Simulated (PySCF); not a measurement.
A structure optimised at PBE-D3(BJ)/def2-SVP, used in a PySCF frequency run:

```xyz
15

C      2.1100    -0.2364    -0.1393
N      0.6656    -0.2867    -0.1196
C     -0.0981    -1.3916    -0.4674
C     -1.5474    -0.9943    -0.4838
C     -1.5570     0.3422     0.2880
C     -0.0976     0.8010     0.3224
O      0.3594     1.8744     0.6940
H      2.5006    -0.4078    -1.1643
H      2.4068     0.7724     0.2063
H      2.5426    -1.0032     0.5370
H      0.3631    -2.2098    -1.0362
H     -2.2109    -1.7631    -0.0355
H     -1.9127    -0.8476    -1.5296
H     -2.1970     1.1293    -0.1537
H     -1.8867     0.2158     1.3417
```
Charge 0, spin multiplicity 2.

### Question
Write its SMILES and formula.

### Answer
CN1[CH]CCC1=O, C5H8NO

### Question
What are its rotational constants (standard atomic weights)?

### Answer
3.8967, 3.0054, 1.7601 GHz
